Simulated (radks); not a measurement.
Results of a calculation; reference values are marked as such.
Problem. Isoelectronic series with 51 electrons, all held in the configuration [Kr] 4d10 5s2 5p3, which need not be the ground one along the series. Level of theory: Dirac Kohn-Sham, PBEsol, spin-unpolarised, spherical densities, finite nucleus; open shells fill j = l - 1/2 first; Fermi nuclear charge, rms radius of each element as measured or else 0.836 A^(1/3) + 0.57 fm (a radial shooting solver on a logarithmic mesh with Libxc functionals). Total energies (hartree) and mean radii <r> (bohr):

| ion | E (hartree) | 5p3/2 | 5p1/2 |
|---|---|---|---|
| Sb | -6480.51239 | 2.968 | 2.826 |
| I2+ | -7114.72320 | 2.232 | 2.153 |
| La6+ | -8485.6385 | 1.639 | 1.586 |
| Pr8+ | -9223.0242 | 1.467 | 1.419 |
| Pm10+ | -9995.5915 | 1.334 | 1.289 |
| Eu12+ | -10803.8167 | 1.226 | 1.183 |
| Tb14+ | -11648.3173 | 1.136 | 1.095 |
| Ho16+ | -12529.5661 | 1.060 | 1.020 |

Estimate the row of Cs4+.

Solution. E (hartree) -7783.0000; 5p3/2 1.873; 5p1/2 1.811.
